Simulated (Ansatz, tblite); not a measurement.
Cost and result up the ladder for `Sc1ccc(-c2ccc(-c3ccc(S)s3)s2)s1` (25 atoms). Total charge 0; singlet. Geometry: PBE-D4/def2-SVP.

```tsv
atom	x (Å)	y (Å)	z (Å)
S1	3.2341	1.0807	5.9509
C2	2.5007	1.1716	4.3496
C3	2.4442	2.2267	3.4477
C4	1.7535	1.8907	2.2520
C5	1.2753	0.5833	2.2250
C6	0.5373	-0.1065	1.1960
C7	0.0615	-1.4182	1.1745
C8	-0.6278	-1.7508	-0.0163
C9	-0.6957	-0.7016	-0.9340
C10	-1.3089	-0.6647	-2.2384
C11	-1.3813	0.3774	-3.1600
C12	-2.0734	0.0450	-4.3558
C13	-2.5414	-1.2625	-4.3591
S14	-3.4419	-2.0329	-5.6634
S15	-2.1222	-2.0865	-2.8799
S16	0.1134	0.7163	-0.2936
S17	1.6966	-0.2437	3.7191
H18	3.6869	2.3648	5.9391
H19	2.8888	3.2117	3.6456
H20	1.6038	2.5914	1.4183
H21	0.2145	-2.1165	2.0093
H22	-1.0715	-2.7373	-0.2118
H23	-0.9378	1.3646	-2.9678
H24	-2.2278	0.7401	-5.1921
H25	-3.5808	-3.2433	-5.0549
```

Ansatz on 2 threads of AMD EPYC 7R13 on a shared host and a share (18 GiB) of an NVIDIA H100 80GB HBM3; xTB runs through tblite on one thread. Times are rough, summed over both states, and most runs start from the orbitals of an earlier one. ωB97X-V/def2-TZVP serves as the yardstick here, not as an exact answer. The other state is a doublet.

The xTB rows come from tblite. Single mean-field runs in def2-TZVP are fitted with def2-universal-jkfit.

Raw xTB energies of ions are shifted by several eV.

```
                          level  functions  vertical IE (eV)  difference from ωB97X-V/def2-TZVP (eV)
                       GFN2-xTB        101             11.48                                    4.74
ωB97X-V/def2-TZVP (with forces)        605              6.74                                    0.00
 PBE-D4/def2-TZVP (with forces)        605              6.25                                   -0.49
              PBE0-D4/def2-TZVP        605              6.48                                   -0.26
                       GFN1-xTB        109             11.98                                    5.24
```

Problem. Estimate how long each takes.

Solution. GFN1-xTB 0.097 s; GFN2-xTB 0.1 s; PBE0-D4/def2-TZVP 19 s; PBE-D4/def2-TZVP (with forces) 20 s; ωB97X-V/def2-TZVP (with forces) 28 s. On shared hardware such times vary by a factor of up to 3.
